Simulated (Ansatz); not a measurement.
Spectroscopic constants of SnAs, multiplicity 2 (lowest of 2S+1 = 2, 4 at CCSD(T)/def2-TZVPP on PBE0 minima; our sources give no spin for the ground state, which may be another). No spin–orbit coupling. As is treated without relativity.

Seven points along R, fitted to fifth degree in 1/R; most abundant isotopes. Runs in def2 and cc sets follow the lowest solution found near the PBE0 minimum.

Codes used: Ansatz (a first-principles code).  In def2 rows elements past Kr take small-core potentials, without spin–orbit coupling.

Energies at SVWN5/def2-TZVPP:

| R (Å) | E (hartree) |
|---|---|
| 2.260553 | -2446.55427410 |
| 2.321321 | -2446.55980081 |
| 2.377227 | -2446.56238855 |
| 2.440425 | -2446.56299759 |
| 2.503624 | -2446.56165179 |
| 2.576545 | -2446.55822409 |
| 2.661619 | -2446.55235342 |

With a reduced mass of 46.1097 u, find the minimum, the force constant and the constants.

A fifth-degree polynomial in 1/R puts the minimum at r_e = 2.4263 Å with force constant 224 N/m. Then ω_e = (1/2πc)√(k/μ) = 287 cm⁻¹ and B_e = h/(8π²cμr_e²) = 0.06210 cm⁻¹; the cubic and quartic terms give α_e = 0.00017 and ω_e x_e = 0.54 cm⁻¹.
